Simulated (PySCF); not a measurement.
# Basis-set dependence of population analyses: `FCCC1=C(F)C1`

C5H6F2.
SMILES with atom numbers: `[F:1][CH2:2][CH2:3][C:4]1=[C:5]([F:6])[CH2:7]1` (hydrogens: H8, H9 on C2; H10, H11 on C3; H12, H13 on C7)

PBE0 throughout (PySCF), one geometry, spherical d and f functions. One conformer (not necessarily the lowest) at the PBE0-D3(BJ)/def2-SVP geometry, without solvent, vibrations or thermal averaging. The first 7 of 10 kinds of atom are listed.

Mulliken charges (e):

```csv
basis,functions,F1,C2,C3,C4,C5,F6,C7
STO-3G,41,-0.113,-0.030,-0.163,-0.043,+0.061,-0.039,-0.160
6-31G,75,-0.345,+0.038,-0.438,+0.112,+0.176,-0.261,-0.368
pcSseg-0,75,-0.389,+0.009,-0.523,-0.065,+0.210,-0.336,-0.408
6-31G*,110,-0.341,+0.060,-0.474,+0.125,+0.229,-0.249,-0.420
cc-pVDZ,128,-0.241,+0.205,-0.078,-0.025,-0.016,-0.095,-0.057
def2-SVP,128,-0.274,+0.233,+0.012,-0.098,+0.054,-0.154,-0.100
aug-cc-pVDZ,215,-0.455,+0.923,+0.092,+0.503,+0.114,-0.533,+0.670
"6-311+G(2d,p)",225,-0.272,-0.150,-0.542,+0.470,+0.344,-0.332,-0.386
def2-TZVP,253,-0.221,+0.017,-0.097,-0.111,+0.160,-0.153,-0.263
cc-pVTZ,294,-0.215,+0.130,-0.139,-0.062,+0.135,-0.110,-0.267
IGLO-III,305,-0.265,+0.041,-0.230,-0.057,+0.215,-0.189,-0.234
```

IAO charges (e):

```
        basis  functions      F1      C2      C3      C4      C5      F6      C7
       STO-3G         41  -0.138  -0.087  -0.292  -0.051  +0.126  -0.057  -0.273
        6-31G         75  -0.304  +0.016  -0.296  -0.045  +0.246  -0.206  -0.299
     pcSseg-0         75  -0.294  +0.018  -0.299  -0.058  +0.241  -0.190  -0.302
       6-31G*        110  -0.311  +0.056  -0.286  -0.059  +0.281  -0.216  -0.284
      cc-pVDZ        128  -0.314  +0.055  -0.287  -0.058  +0.279  -0.214  -0.285
     def2-SVP        128  -0.315  +0.060  -0.283  -0.056  +0.280  -0.215  -0.278
  aug-cc-pVDZ        215  -0.329  +0.053  -0.291  -0.052  +0.282  -0.227  -0.291
6-311+G(2d,p)        225  -0.330  +0.052  -0.292  -0.052  +0.283  -0.228  -0.292
    def2-TZVP        253  -0.329  +0.056  -0.292  -0.054  +0.287  -0.227  -0.293
      cc-pVTZ        294  -0.326  +0.054  -0.293  -0.055  +0.286  -0.225  -0.294
     IGLO-III        305  -0.331  +0.053  -0.294  -0.053  +0.285  -0.228  -0.293
```

Hirshfeld charges (e):

```
        basis  functions      F1      C2      C3      C4      C5      F6      C7
       STO-3G         41  -0.082  +0.069   0.000  -0.061  +0.036  +0.010  -0.059
        6-31G         75  -0.133  +0.044  -0.049  -0.020  +0.062  -0.061  -0.087
     pcSseg-0         75  -0.124  +0.042  -0.053  -0.017  +0.069  -0.051  -0.090
       6-31G*        110  -0.122  +0.039  -0.051  -0.022  +0.063  -0.050  -0.090
      cc-pVDZ        128  -0.108  +0.028  -0.062  -0.017  +0.062  -0.043  -0.097
     def2-SVP        128  -0.115  +0.031  -0.064  -0.014  +0.070  -0.050  -0.099
  aug-cc-pVDZ        215  -0.119  +0.022  -0.074  -0.019  +0.071  -0.062  -0.102
6-311+G(2d,p)        225  -0.123  +0.028  -0.070  -0.022  +0.069  -0.064  -0.097
    def2-TZVP        253  -0.118  +0.025  -0.071  -0.019  +0.071  -0.061  -0.100
      cc-pVTZ        294  -0.114  +0.024  -0.071  -0.017  +0.070  -0.058  -0.101
     IGLO-III        305  -0.119  +0.022  -0.074  -0.019  +0.071  -0.062  -0.102
```

ESP-fitted charges (e):

```json
{"basis": "STO-3G", "functions": "41", "F1": "-0.147", "C2": "+0.133", "C3": "-0.131", "C4": "-0.100", "C5": "+0.172", "F6": "-0.047", "C7": "-0.253"}
{"basis": "6-31G", "functions": "75", "F1": "-0.317", "C2": "+0.339", "C3": "-0.191", "C4": "-0.090", "C5": "+0.286", "F6": "-0.182", "C7": "-0.302"}
{"basis": "pcSseg-0", "functions": "75", "F1": "-0.329", "C2": "+0.358", "C3": "-0.174", "C4": "-0.147", "C5": "+0.311", "F6": "-0.177", "C7": "-0.334"}
{"basis": "6-31G*", "functions": "110", "F1": "-0.241", "C2": "+0.214", "C3": "-0.175", "C4": "-0.050", "C5": "+0.164", "F6": "-0.101", "C7": "-0.262"}
{"basis": "cc-pVDZ", "functions": "128", "F1": "-0.257", "C2": "+0.253", "C3": "-0.157", "C4": "-0.078", "C5": "+0.170", "F6": "-0.104", "C7": "-0.227"}
{"basis": "def2-SVP", "functions": "128", "F1": "-0.272", "C2": "+0.282", "C3": "-0.152", "C4": "-0.090", "C5": "+0.198", "F6": "-0.122", "C7": "-0.230"}
{"basis": "aug-cc-pVDZ", "functions": "215", "F1": "-0.281", "C2": "+0.258", "C3": "-0.180", "C4": "-0.090", "C5": "+0.213", "F6": "-0.141", "C7": "-0.240"}
{"basis": "6-311+G(2d,p)", "functions": "225", "F1": "-0.282", "C2": "+0.247", "C3": "-0.181", "C4": "-0.079", "C5": "+0.196", "F6": "-0.135", "C7": "-0.247"}
{"basis": "def2-TZVP", "functions": "253", "F1": "-0.271", "C2": "+0.252", "C3": "-0.186", "C4": "-0.071", "C5": "+0.187", "F6": "-0.126", "C7": "-0.242"}
{"basis": "cc-pVTZ", "functions": "294", "F1": "-0.259", "C2": "+0.227", "C3": "-0.179", "C4": "-0.071", "C5": "+0.178", "F6": "-0.119", "C7": "-0.238"}
{"basis": "IGLO-III", "functions": "305", "F1": "-0.273", "C2": "+0.236", "C3": "-0.183", "C4": "-0.077", "C5": "+0.193", "F6": "-0.133", "C7": "-0.233"}
```

Q: Which scheme is steadiest as the basis changes?

A: Largest range over the bases for any column: Hirshfeld 0.07 e, IAO 0.19 e, ESP-fitted 0.22 e, Mulliken 1.09 e. Hirshfeld charges move least and Mulliken charges most, counted in e. Without the minimal STO-3G basis the ranges are Hirshfeld 0.03, IAO 0.05, ESP-fitted 0.15, Mulliken 1.09 e.

Q: How much do the charges still move between the two largest bases, cc-pVTZ and IGLO-III?

A: At most, over all atoms: Mulliken 0.091 e, IAO 0.004 e, Hirshfeld 0.005 e, ESP-fitted 0.014 e.

Q: What do the same runs give for the total energy, the frontier levels and the dipole moment?

A: 
| basis | energy (Eh) | HOMO (eV) | LUMO (eV) | μ (D) |
| --- | --- | --- | --- | --- |
| STO-3G | -388.0910 | -4.55 | 3.93 | 0.29 |
| 6-31G | -393.1867 | -7.06 | 0.66 | 0.95 |
| pcSseg-0 | -392.3767 | -7.41 | 0.28 | 1.09 |
| 6-31G* | -393.2858 | -6.86 | 0.89 | 0.62 |
| cc-pVDZ | -393.3165 | -6.96 | 0.70 | 0.61 |
| def2-SVP | -393.0046 | -7.08 | 0.60 | 0.69 |
| aug-cc-pVDZ | -393.3456 | -7.12 | -0.19 | 0.77 |
| 6-311+G(2d,p) | -393.4169 | -7.15 | 0.10 | 0.80 |
| def2-TZVP | -393.4550 | -7.11 | 0.46 | 0.71 |
| cc-pVTZ | -393.4383 | -7.07 | 0.51 | 0.67 |
| IGLO-III | -393.4615 | -7.13 | 0.34 | 0.75 |

The dipole is fixed by the density alone, so its range of 0.80 D shows that the density itself changes with the basis, not only its division among atoms.
